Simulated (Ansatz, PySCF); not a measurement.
H$_{2}$Cl$_{2}$NTi (SMILES [NH2][Ti+]([Cl])[Cl]), charge +1, singlet, geometry from GFN2-xTB (such geometries of metal compounds can be far from the true shape) (the multiplicity is a formal guess), atoms displaced at random by about 0.08 Å a coordinate. Base run: B3LYP/STO-3G, gradient in PySCF.

The PySCF input:
```python
from pyscf import gto, scf, dft

mol = gto.M(
    atom='''
Ti   -0.09307533    0.10781517    0.71077270
Cl   -0.72570262   -1.44693358   -0.92471371
Cl    0.16695655    1.79354296   -0.51720783
N     1.46694079   -0.43473334    1.33513586
H     2.15600322    0.27987062    1.45457943
H     1.82818957   -1.33133618    1.39662579
''',
    basis='sto-3g',
    charge=1,
    verbose=4,
)

mf = dft.RKS(mol)
mf.xc = 'b3lyp'
mf.kernel()
g = mf.nuc_grad_method()
grad = g.kernel()
```

Programs used: Ansatz (a quantum-chemistry and plane-wave program), PySCF; a row that names a program was run with it.

The coordinate followed is y of atom 1.

The base run was repeated with changes; each row names its change, and settings that it needs were set with it.

| change | dE/dx (Eh/bohr) | net force (Eh/bohr) |
|---|---|---|
| base | 0.057956 | 0.000138 |
| conv_tol = 1e-4 | 0.057965 | 0.000138 |
| finite difference step (bohr) = 1e-3; conv_tol = 1e-11 | 0.057965 | - |
| finite difference step (bohr) = 0.05; conv_tol = 1e-11 | 0.058090 | - |
| finite difference step (bohr) = 1e-5; conv_tol = 1e-11 | 0.057965 | - |
| grids.level = 1; grid_response = off | 0.057955 | 0.001889 |
| code = ansatz | 0.057970 | 0.000000 |
| grids.level = 0; grid_response = on | 0.056789 | 0.000000 |
| conv_tol = 1e-6 | 0.057958 | 0.000138 |
| grid_response = on | 0.057965 | 0.000000 |
| grids.level = 1; grid_response = on | 0.057941 | 0.000000 |
| grids.level = 5; grid_response = off | 0.057971 | 0.000016 |

The net force is zero for an exact gradient.
